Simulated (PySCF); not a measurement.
## Basis-set dependence of population analyses: `C=CC(=O)N(C)C`

Species: C5H9NO.
Structure used (PBE0-D3(BJ)/def2-SVP), in Å, numbered top down from 1:
```xyz
16
C5H9NO angstrom
C      2.8616   -0.8281   -0.0749
C      1.5457   -0.7654   -0.2879
C      0.6892    0.0292    0.6463
O      1.1931    0.6954    1.5360
N     -0.6678   -0.0134    0.4525
C     -1.3437   -0.8119   -0.5395
C     -1.5028    0.8448    1.2569
H      3.2892   -0.3077    0.7869
H      3.5256   -1.3810   -0.7433
H      1.1083   -1.2671   -1.1528
H     -1.5057   -0.2683   -1.4887
H     -0.8005   -1.7395   -0.7549
H     -2.3312   -1.1044   -0.1514
H     -2.0820    1.5372    0.6216
H     -2.2140    0.2541    1.8596
H     -0.8563    1.4216    1.9281
```

PBE0 throughout (PySCF), one geometry, spherical d and f functions. One conformer (not necessarily the lowest) at the PBE0-D3(BJ)/def2-SVP geometry, without solvent, vibrations or thermal averaging. Atoms taken as equivalent share a column and are averaged. The first 7 of 10 kinds of atom are listed.

Mulliken charges (e):

```tsv
basis	functions	C1	C2	C3	O4	N5	C6/C7	H8
STO-3G	44	-0.154	-0.105	+0.214	-0.247	-0.235	-0.149	+0.100
pcSseg-0	81	-0.358	-0.331	+0.681	-0.546	-0.851	-0.382	+0.255
6-31G	81	-0.336	-0.150	+0.531	-0.479	-0.614	-0.317	+0.208
6-31G*	116	-0.362	-0.203	+0.577	-0.501	-0.450	-0.392	+0.212
cc-pVDZ	143	+0.039	-0.175	+0.277	-0.299	-0.341	+0.015	+0.062
def2-SVP	143	-0.016	-0.163	+0.260	-0.294	-0.403	+0.056	+0.078
pcSseg-1	164	-0.087	-0.342	+0.601	-0.456	-0.709	-0.077	+0.147
aug-cc-pVDZ	242	+0.427	+1.418	+0.235	-0.676	-0.357	+0.759	-0.370
6-311+G(2d,p)	243	-0.515	+0.247	+0.326	-0.544	+0.013	-0.432	+0.162
def2-TZVP	271	-0.229	-0.220	+0.288	-0.406	-0.045	-0.326	+0.163
```

IAO charges (e):

| basis | functions | C1 | C2 | C3 | O4 | N5 | C6/C7 | H8 |
| --- | --- | --- | --- | --- | --- | --- | --- | --- |
| STO-3G | 44 | -0.238 | -0.183 | +0.205 | -0.262 | -0.143 | -0.314 | +0.146 |
| pcSseg-0 | 81 | -0.244 | -0.206 | +0.361 | -0.479 | -0.168 | -0.317 | +0.171 |
| 6-31G | 81 | -0.258 | -0.203 | +0.363 | -0.490 | -0.158 | -0.337 | +0.178 |
| 6-31G* | 116 | -0.245 | -0.204 | +0.407 | -0.507 | -0.177 | -0.311 | +0.172 |
| cc-pVDZ | 143 | -0.250 | -0.206 | +0.402 | -0.502 | -0.171 | -0.309 | +0.172 |
| def2-SVP | 143 | -0.240 | -0.203 | +0.398 | -0.503 | -0.168 | -0.300 | +0.168 |
| pcSseg-1 | 164 | -0.247 | -0.207 | +0.405 | -0.515 | -0.175 | -0.307 | +0.173 |
| aug-cc-pVDZ | 242 | -0.257 | -0.210 | +0.411 | -0.525 | -0.173 | -0.319 | +0.177 |
| 6-311+G(2d,p) | 243 | -0.257 | -0.210 | +0.412 | -0.526 | -0.175 | -0.321 | +0.178 |
| def2-TZVP | 271 | -0.256 | -0.210 | +0.415 | -0.524 | -0.176 | -0.319 | +0.177 |

Some averages cover members that differ in this geometry, most widely: C6/C7, Mulliken in aug-cc-pVDZ +0.610 to +0.908 e.

Question: Which scheme is steadiest as the basis changes?

Answer: Largest range over the bases for any column: IAO 0.26 e, Mulliken 1.76 e. IAO charges move least and Mulliken charges most, counted in e. Without the minimal STO-3G basis the ranges are IAO 0.05, Mulliken 1.76 e.

Question: How much do the charges still move between the two largest bases, 6-311+G(2d,p) and def2-TZVP?

Answer: At most, over all atoms: Mulliken 0.468 e, IAO 0.003 e.

Question: What do the same runs give for the total energy, the frontier levels and the dipole moment?

Answer: 
```tsv
basis	energy (Eh)	HOMO (eV)	LUMO (eV)	μ (D)
STO-3G	-321.4097	-3.79	2.31	2.47
pcSseg-0	-324.7805	-6.85	-0.90	3.72
6-31G	-325.4271	-6.65	-0.69	3.70
6-31G*	-325.5184	-6.66	-0.64	3.42
cc-pVDZ	-325.5450	-6.71	-0.79	3.40
def2-SVP	-325.2907	-6.81	-0.88	3.48
pcSseg-1	-325.4906	-6.91	-1.00	3.64
aug-cc-pVDZ	-325.5654	-6.94	-1.12	3.58
6-311+G(2d,p)	-325.6193	-6.96	-1.12	3.62
def2-TZVP	-325.6461	-6.94	-1.07	3.55
```

The dipole is fixed by the density alone, so its range of 1.25 D shows that the density itself changes with the basis, not only its division among atoms.
